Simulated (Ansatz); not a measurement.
Mulliken charges of CH3IO3 (`OC(O)(O)I`) from B3LYP/def2-TZVPP in Ansatz (PBE0-D4/def2-TZVP geometry).

```
atom   x (Å)   y (Å)   z (Å)  charge (e)
  O1  -0.426   1.032   0.801      -0.242
  C2  -0.059   0.074  -0.070       0.345
  O3   0.700   0.567  -1.065      -0.242
  O4  -1.120  -0.608  -0.540      -0.242
  I5   1.269  -1.453   1.112      -0.292
  H6  -0.932   0.627   1.516       0.224
  H7   1.467   1.010  -0.684       0.224
  H8  -0.807  -1.307  -1.126       0.224
```

**Question.** By hand: the dipole of these point charges (1 e Å = 4.8032 D).

**Answer.** Σ q r = (-0.247, 0.284, -0.220) e Å, of length 0.436 e Å = 2.09 D.

**Question.** How does the dipole of the full density compare? (Estimate.)

**Answer.** Computed: (-0.117, 0.134, -0.104) e Å, 0.99 D; the point charges give 2.11 times that, at 0° from its direction.

Point charges leave out the atoms' own dipoles, such as those of lone pairs, and Mulliken's split depends on the basis, so the two needn't agree.

B3LYP here is the variant with VWN-RPA as its local correlation; programs differ in this.
